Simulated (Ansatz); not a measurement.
Reaction (germylene formation by 1,1-elimination): `[CH3][GeH2][Br]` → CH₄ + `[GeH][Br]`

Isolated molecules relaxed with PBE0-D4/def2-TZVP in Ansatz; ΔE leaves out vibrations. CCSD(T)/CBS adds triple-zeta CCSD(T) − MP2 to the extrapolated MP2 energy (def2 sets, frozen cores). This one scheme is used for every species. Functionals use def2-TZVPP. B3LYP here is the variant with VWN-RPA as its local correlation; programs differ in this. HSE06 is defined as in plane-wave codes. For Br, Ge outer-core shells are correlated without core-valence functions, which leaves a few kJ/mol of doubt a bond. Scalar relativity is left out up to krypton.

`[CH3][GeH2][Br]`:

Cartesian coordinates in Å:
```
C 0.653 -0.451 -0.725
Ge -0.554 0.170 0.663
Br -0.779 2.467 0.427
H 1.623 0.034 -0.616
H 0.243 -0.212 -1.706
H 0.783 -1.532 -0.646
H -0.002 -0.063 2.077
H -1.967 -0.414 0.525
```

CH₄:

```xyz
5

C     0.000    0.000    0.000
H     0.197   -0.064    1.070
H    -1.076    0.041   -0.169
H     0.413   -0.877   -0.499
H     0.466    0.899   -0.402
```

`[GeH][Br]`:

```xyz
3

Ge    0.915    0.086   -0.012
Br   -1.099    1.188    0.435
H     0.185   -1.275   -0.423
```

(1) Is it downhill or uphill in electronic energy at CCSD(T)/CBS, and by how much? (An estimate is asked.)

(2) What do these levels give: revPBE-D4, B97M-V, r2SCANh-D4, HSE06-D4, CAM-B3LYP-D4, ωB97X-V, ωB97M-V, PBE-QIDH, PBE, B3LYP, SCS-MP2/def2-QZVPP, HF/CBS(def2)? (Estimate.)

Largest T1 diagnostic among the species: 0.011.

## Answers

(1) Ansatz gave: Uphill: ΔE = +24.4 kcal/mol.

(2) Computed: revPBE-D4 19.2, B97M-V 24.0, r2SCANh-D4 26.1, HSE06-D4 24.8, CAM-B3LYP-D4 22.3, ωB97X-V 26.2, ωB97M-V 22.4, PBE-QIDH 29.1, PBE 19.2, B3LYP 15.7, SCS-MP2/def2-QZVPP 25.8, HF/CBS(def2) 19.9 kcal/mol.

The D4 term adds +2.6 kcal/mol with B3LYP and +1.4 kcal/mol with PBE0; it sums over pairs of atoms, weighted by their polarisabilities, and B3LYP, whose exchange is more repulsive, gets the larger term. From PBE to PBE0 (25 % exact exchange), in def2-TZVPP and without D4, ΔE moves by +4.2 kcal/mol.
